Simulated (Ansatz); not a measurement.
Cd (SMILES [Cd]), singlet (core potentials on Cd); PBE/def2-QZVPP run with Ansatz (a quantum-chemistry and plane-wave program).

The Ansatz input:
Ansatz 0.2 input:
```yaml
crystal:
  periodic: [false, false, false]
  atoms:
    - {symbol: Cd, position_ang: [0.00000000, 0.00000000, 0.00000000]}
basis:
  gaussian:
    orbitals: def2-QZVPP.json
hamiltonian:
  xc: pbe
```
The basis file holds def2-QZVPP in the JSON format of the Basis Set Exchange.

What the program printed (banner, timings and long lists left out):

```
Functional definition: PBE
378 factors; their error is unknown
mean field evaluation 1: about -4565.7582 eV, gradient 8.8e0 eV
mean field evaluation 2: about -4565.6686 eV, gradient 1.3e1 eV
mean field evaluation 4: about -4565.8353 eV, gradient 3.2e-2 eV
mean field evaluation 8: about -4565.8233 eV, gradient 6.0e-6 eV
mean field -4565.82331191 eV, -167.7909118865 hartree, gradient 2.0e-5 eV, S^2 0.000000; 0 other end points of the search recorded, 0 dependent functions left out
reference -4565.82334161 eV, -167.7909129780 hartree; 10, 10 occupied and 78, 78 virtual orbitals, 378 factors
Total energy: -4565.82334161 eV, -167.7909129780 hartree
```
